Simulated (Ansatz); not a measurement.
Molecule: C2H10OSi2, charge 0, multiplicity 1. 
Structure (B3LYP-D3(BJ)/def2-TZVP (Ansatz, a quantum-chemistry and plane-wave program) minimum search):
```xyz
15

Si    -0.8654    -0.2026    -0.5782
C     -1.3404     1.5980    -0.7198
C     -1.7707    -1.0293     0.8305
O      0.7602    -0.3304    -0.3432
Si     2.0513     0.0196     0.5906
H     -1.1634    -0.9042    -1.8499
H     -2.4085     1.7019    -0.9258
H     -0.7935     2.0865    -1.5287
H     -1.1246     2.1364     0.2063
H     -1.4758    -2.0761     0.9269
H     -1.5607    -0.5311     1.7801
H     -2.8509    -0.9981     0.6683
H      3.2606    -0.5616    -0.0315
H      1.8782    -0.5489     1.9497
H      2.2207     1.4881     0.7125
```

Dipole moments at this geometry, in debye (magnitudes).

```
level                    program  dipole (D)
-----------------------  -------  ----------
SVWN5/def2-TZVPD          Ansatz        1.13
PBE/def2-TZVPD            Ansatz        1.10
BLYP/def2-TZVPD           Ansatz        1.06
r2SCAN/def2-TZVPD         Ansatz           ?
B3LYP/def2-TZVPD          Ansatz        1.07
PBE0/def2-TZVPD           Ansatz        1.10
BHLYP/def2-TZVPD          Ansatz        1.07
r2SCANh/def2-TZVPD        Ansatz        1.10
r2SCAN0/def2-TZVPD        Ansatz        1.10
HSE06/def2-TZVPD          Ansatz        1.10
CAM-B3LYP/def2-TZVPD      Ansatz        1.08
wB97M-V/def2-TZVPD        Ansatz        1.08
CCSD(T)/aug-cc-pV(D+d)Z   Ansatz           ?
```

Problem. Complete the blanks.

Solution. 
- r2SCAN/def2-TZVPD, dipole (D): 1.11
- CCSD(T)/aug-cc-pV(D+d)Z, dipole (D): 1.03
